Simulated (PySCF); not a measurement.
Harmonic spectrum computed at PBE0 in the def2-TZVP basis family (core potentials from Rb on, PySCF, no spin–orbit coupling):

```tsv
symmetry	ω (cm⁻¹)	IR (km/mol)
a'	151	6.5
a'	221	39.7
a'	815	72.8
```

Question: Which molecule gave it? In each, all ligands are bound to the one heavy central atom.
A. BiOBr (singlet)
B. InOBr (singlet)
C. IOBr (singlet)
D. SbOBr (singlet)

Answer: A. It has Cs symmetry with Bi–Br 2.608 Å, Bi–O 1.883 Å.
